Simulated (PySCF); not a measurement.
C2H5Be, charge +1.

```xyz
8

Be    -0.6327     1.6935     0.0000
C      0.4377     0.3834     0.0000
C     -0.2019    -1.0115     0.0000
H      1.0633     0.5596    -0.8838
H      1.0633     0.5596     0.8838
H     -0.8090    -1.1892     0.8857
H     -0.8090    -1.1892    -0.8857
H      0.6074    -1.7465     0.0000
```
Charge +1, spin multiplicity 1.

Geometry optimised at B3LYP-D3(BJ)/def2-TZVP. The multiplicity is an assumed one; other spin states were not compared. The isomer is the one that the SMILES or the coordinates give; other isomers of the formula were not compared.

Method: B3LYP/pcSseg-2 run with PySCF. Non-relativistic, no solvent.

Computed absolute GIAO shielding of each atom: isotropic value and principal components (ppm):
| atom | σ(iso) | σ11 | σ22 | σ33 | span |
|---|---|---|---|---|---|
| Be1 | 123.1 | 110.2 | 112.3 | 146.9 | 36.6 |
| C2 | 149.4 | 110.6 | 153.1 | 184.5 | 73.9 |
| C3 | 164.2 | 154.4 | 157.5 | 180.7 | 26.3 |
| H4 | 28.4 | 24.5 | 27.0 | 33.6 | 9.1 |
| H5 | 28.4 | 24.5 | 27.0 | 33.6 | 9.1 |
| H6 | 29.6 | 25.5 | 27.9 | 35.3 | 9.8 |
| H7 | 29.6 | 25.5 | 27.9 | 35.3 | 9.8 |
| H8 | 29.3 | 24.8 | 26.9 | 36.2 | 11.5 |
